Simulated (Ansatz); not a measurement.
`[SiH3]C1=C[SiH2]1`, relaxed with RKS PBE0-D4/def2-TZVP in the Gaussian-basis code of Ansatz from a PBE-D4/def2-SVP geometry. The force threshold is 0.005 eV/Å; the program also tests the step.

The species carries charge 0 and has multiplicity 1.

Start:

```xyz
10

Si   -1.030   -1.334   -0.601
C    -0.008    0.121   -0.024
C     0.059    1.462   -0.185
Si    1.378    0.892    0.947
H    -2.483   -1.109   -0.276
H    -0.895   -1.498   -2.092
H    -0.571   -2.597    0.069
H    -0.509    2.218   -0.753
H     2.799    0.769    0.485
H     1.261    1.076    2.431
```

| step | energy (eV) | largest force (eV/Å) | largest move (Å) |
| --- | --- | --- | --- |
| 1 | -17916.8905 | 0.654 | 0.000 |
| 2 | -17916.9336 | 0.432 | 0.030 |
| 3 | -17916.9408 | 0.063 | 0.014 |
| 4 | -17916.9411 | 0.034 | 0.005 |
| 5 | -17916.9415 | 0.037 | 0.021 |
| 6 | -17916.9419 | 0.046 | 0.031 |
| 7 | -17916.9426 | 0.114 | 0.120 |
| 8 | -17916.9444 | 0.084 | 0.019 |
| 9 | -17916.9499 | 0.185 | 0.183 |
| 10 | -17916.9549 | 0.167 | 0.071 |
| 11 | -17916.9636 | 0.188 | 0.160 |
| 12 | -17916.9677 | 0.210 | 0.128 |
| 13 | -17916.9739 | 0.126 | 0.063 |
| 14 | -17916.9782 | 0.058 | 0.069 |
| 15 (rejected) | -17916.9778 | 0.208 | 0.056 |
| 16 | -17916.9791 | 0.013 | 0.027 |
| 17 | -17916.9800 | 0.058 | 0.085 |
| 18 | -17916.9803 | 0.022 | 0.017 |
| 19 | -17916.9804 | 0.010 | 0.019 |
| 20 | -17916.9804 | 0.005 | 0.003 |
| 21 | -17916.9804 | 0.003 | 0.001 |

End:

```xyz
10

Si   -1.007   -1.307   -0.632
C    -0.026    0.122    0.003
C    -0.126    1.449    0.121
Si    1.446    0.875    0.783
H    -2.314   -0.862   -1.187
H    -0.231   -1.996   -1.695
H    -1.246   -2.265    0.479
H    -0.882    2.180   -0.142
H     2.709    1.039    0.027
H     1.675    0.766    2.242
```

It took 74 s on 2 threads of an Arm Neoverse V2 on a shared host, with 0.4 GiB of host memory at the peak.
